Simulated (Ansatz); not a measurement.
Ansatz (a first-principles code) input file for H₄Si₂, SMILES [SiH3][SiH] (connectivity only; charge and spin as stated), charge +1, multiplicity 2, PBE/def2-TZVPD. The structure is a stationary point at PBE-D3(BJ)/def2-TZVP. The spin state was assumed, not searched. The isomer is the one that the SMILES or the coordinates give; other isomers of the formula were not compared.

Ansatz 0.2 input:
```yaml
crystal:
  periodic: [false, false, false]
  atoms:
    - {symbol: Si, position_ang: [-0.00830310, 1.05790157, 0.71886479]}
    - {symbol: H, position_ang: [-0.32246560, 2.35002876, 0.00415780]}
    - {symbol: Si, position_ang: [0.03204071, -0.96759498, -0.55746403]}
    - {symbol: H, position_ang: [0.93096936, -0.58218584, -1.68533702]}
    - {symbol: H, position_ang: [-1.42554343, -0.96180548, -0.90211991]}
    - {symbol: H, position_ang: [0.48471319, -2.07032980, 0.32368854]}
basis:
  gaussian:
    orbitals: def2-TZVPD
hamiltonian:
  xc: {name: PBE}
total_charge: 1
magnetization: {spin_polarized: true, initial_magnetization: 1}
```

Program output:

```
WARN ansatz: RAYON_NUM_THREADS=1 ignored (pool sized by the plan → 1); use --threads N
Functional definition: PBE
integrals: 0.04 GiB planned
754 factors; their error is unknown
mean field: 0.40 GiB planned
mean field evaluation 1: about -15799.3091 eV, gradient 1.8e1 eV
mean field evaluation 2: about -15791.3612 eV, gradient 3.4e1 eV
mean field evaluation 4: about -15802.0141 eV, gradient 2.5e0 eV
mean field evaluation 8: about -15802.0627 eV, gradient 6.1e-2 eV
mean field evaluation 16: about -15802.0517 eV, gradient 9.4e-5 eV
mean field -15802.05166964 eV, -580.7146878438 hartree, gradient 2.0e-5 eV, S^2 0.753132; 0 other end points of the search recorded, 0 dependent functions left out
reference -15802.05171347 eV, -580.7146894546 hartree; 16, 15 occupied and 106, 107 virtual orbitals, 754 factors
Total energy: -15802.05171347 eV, -580.7146894546 hartree
```

Self-consistency was reached.

Cost: roughly 3.0 core-seconds.
